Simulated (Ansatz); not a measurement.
Basis-set extrapolation for C$_{4}$H$_{6}$Si$_{2}$, SMILES `C#C[SiH]1[SiH2]C1=C` (PBE0-D4/def2-TZVP geometry, frozen core, the Gaussian-basis code of Ansatz). Multiplicity 1, RHF reference.

```tsv
	def2-TZVPP	def2-QZVPP
HF	-732.756136	-732.779997
MP2 correlation	-0.852928	-0.909159
CCSD(T) correlation	-0.950159	not run
```

Energies in hartree. Use E(X) = E(∞) + A·exp(−7.88·√X) for Hartree–Fock and E(X) = E(∞) + B·X^(−2.97) for correlation, with X = 3 and 4, and add CCSD(T) minus MP2 of the smaller set to the MP2 limit.

**Question.** What is the CCSD(T) energy at the basis-set limit?

**Answer.** HF limit: -732.779997 + (-0.023861) × 0.13774 = -732.78328. MP2 limit: -0.909159 + (-0.056231) × 0.74074 = -0.95081. Higher-order term: -0.950159 − (-0.852928) = -0.09723. Total: -733.83132 hartree, 78.5 kcal/mol below CCSD(T)/def2-TZVPP.
